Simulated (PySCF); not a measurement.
Species: C₂H₆AlF, charge 0, multiplicity 1. 
Structure (B3LYP-D3(BJ)/def2-TZVP (Ansatz) minimum search):
```
Al
F 1 1.6645
C 1 1.9465 2 116.29
H 3 1.0919 1 112.59 2 178.10
H 3 1.0937 4 107.97 1 122.82
H 3 1.0940 4 107.84 5 114.61
C 1 1.9465 2 116.29 3 180.00
H 7 1.0919 1 112.59 2 178.10
H 7 1.0937 8 107.97 1 122.82
H 7 1.0940 8 107.84 9 114.61
```
Charge 0, spin multiplicity 1.

Dispersion corrections to the total energy (kcal/mol) from the dftd3 and dftd4 libraries through PySCF: D3(BJ) without and D4 with the three-body term, each with the damping fitted for the functional named.

```csv
functional,D3(BJ),D4
TPSS,-4.32,[?]
PBE,-3.41,-3.30
HSE06,[?],-2.60
BP86,-5.62,-4.43
BHLYP,-4.94,-4.09
B2PLYP,-2.92,-2.30
B2GP-PLYP,[?],-1.40
```

Task: What belongs in the gaps?

Result: 
- TPSS, D4: -4.44
- HSE06, D3(BJ): -2.34
- B2GP-PLYP, D3(BJ): -2.64
